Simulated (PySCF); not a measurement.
How methods differ on the ionisation energy of S⁺

S⁺ [Ne] 3s2 3p3 (4S) → S²⁺ [Ne] 3s2 3p2 (3P), as a difference of total energies. All numbers are calculated (PySCF 2.14, the spin-free X2C one-electron Hamiltonian (Gaussian nucleus), in cc-pVDZ-DK (4s3p1d, 18 functions)). Correlated levels: valence: [Ne] frozen. The calculations carry no spin-orbit coupling.

```csv
method,ionisation energy (eV),difference from reference (eV)
UHF,22.740,-0.598
LDA,23.426,+0.088
MN15,23.386,+0.048
MP2 (valence),23.160,-0.178
SCS-MP2 (valence),23.008,-0.330
CCSD (valence),23.079,-0.259
CCSD(T) (valence),23.082,-0.256
```

Reference: 23.338 eV (measured; NIST Atomic Spectra Database, ionization energies).

The reference lies between the lowest fine-structure levels, while these numbers refer to the centres of the terms.

Errors of the correlated levels include the incompleteness of this basis and the frozen core.
